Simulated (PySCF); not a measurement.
**Working out the ionisation energy of Zn²⁺**

Zn²⁺ [Ar] 3d10 (1S) → Zn³⁺ [Ar] 3d9 (2D). All numbers are calculated (PySCF 2.14, the non-relativistic Hamiltonian (point nucleus), in def2-TZVPPD). Frozen: [Ar]. Energies in hartree (1 hartree = 27.21139 eV):

```json
{"part": "UHF", "Zn²⁺ (lower)": "-1776.916798", "Zn³⁺ (upper)": "-1775.545066"}
{"part": "CCSD correlation", "Zn²⁺ (lower)": "-0.376496", "Zn³⁺ (upper)": "-0.292401"}
{"part": "(T)", "Zn²⁺ (lower)": "-0.007901", "Zn³⁺ (upper)": "-0.004318"}
```

Q: What does Hartree-Fock give?

A: (-1775.545066) − (-1776.916798) = 1.371732 hartree = 37.327 eV.

Q: What do CCSD and CCSD(T) give?

A: The CCSD correlation energies differ by 0.084095 hartree = 2.288 eV and the triples by 0.003583 hartree = 0.097 eV, so CCSD gives 39.615 eV and CCSD(T) 39.712 eV.

A first-order spin-orbit estimate adds -0.139 eV to CCSD(T) (valence), giving 39.573 eV against 39.723 eV (measured; NIST Atomic Spectra Database, ionization energies).

The calculation is non-relativistic.

What remains against the reference includes basis incompleteness, the frozen core and higher excitations.
